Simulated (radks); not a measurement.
Coulomb parameter of the 3d shell of the chromium ion Cr+ in the model configuration [Ar] 3d4 4s1, as a second difference U = [E(n + 0.5) + E(n - 0.5) - 2 E(n)] / (0.5)^2 with all orbitals relaxed. "Bare": the charge of the atom changes with n. "Screened": the 4s shell takes up the change at fixed total charge, which measures U(3d,3d) + U(4s,4s) - 2 U(3d,4s). Method: Dirac Kohn-Sham, LDA (Slater exchange, Perdew-Wang correlation), spin-unpolarised, spherical densities, finite nucleus; open shells are shared between the two j in proportion to 2j + 1; Fermi nuclear charge, rms radius 3.6452 fm; computed with a radial shooting solver on a logarithmic mesh with Libxc functionals.

start: configuration [Ar] 3d4 4s1; E - E(n) (eV) 0.000
bare +0.5: configuration [Ar] 3d4.5 4s1; E - E(n) (eV) -5.502
bare -0.5: configuration [Ar] 3d3.5 4s1; E - E(n) (eV) 8.752
screened +0.5: configuration [Ar] 3d4.5 4s0.5; E - E(n) (eV) -0.865
screened -0.5: configuration [Ar] 3d3.5 4s1.5; E - E(n) (eV) 1.603

U(bare) = 13.003 eV, U(screened by 4s) = 2.951 eV.
